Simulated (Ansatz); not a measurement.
CH$_{8}$N$_{2}$Si (`NC[SiH2]N`), relaxed with RKS PBE0-D4/def2-TZVP in the Gaussian-basis code of Ansatz from a PBE-D4/def2-SVP geometry. The force threshold is 0.005 eV/Å; the program also tests the step.

Charge 0, multiplicity 1.

Start:

```xyz
12

N    -0.622   -0.108   -1.485
C    -0.972   -0.497   -0.110
Si    0.248    0.353    1.079
N     1.806   -0.069    0.414
H    -1.164   -0.651   -2.169
H    -0.879    0.875   -1.644
H    -0.803   -1.590    0.005
H    -2.033   -0.313    0.196
H     0.094   -0.157    2.489
H    -0.083    1.837    1.118
H     1.757   -0.099   -0.613
H     2.652    0.419    0.719
```

**Question.** How much energy does the relaxation release, and in how many steps? (Best estimate.)

**Answer.** Ansatz gave: 1.51 kcal/mol, in 10 steps.

**Question.** Which bonds change most? (An estimate is asked.)

**Answer.** Computed: Si3–N4 from 1.745 to 1.718 Å; C2–Si3 from 1.904 to 1.879 Å; Si3–H10 from 1.521 to 1.500 Å; Si3–H9 from 1.508 to 1.489 Å.

**Question.** Give the relaxed structure. (Estimate.)

**Answer.** Computed: 
```xyz
12

N    -0.723   -0.079   -1.493
C    -0.963   -0.523   -0.119
Si    0.251    0.360    1.010
N     1.819   -0.050    0.441
H    -1.290   -0.599   -2.152
H    -0.970    0.897   -1.599
H    -0.736   -1.593   -0.054
H    -1.998   -0.396    0.233
H     0.111   -0.072    2.428
H    -0.080    1.823    0.968
H     1.930   -0.062   -0.562
H     2.648    0.294    0.898
```
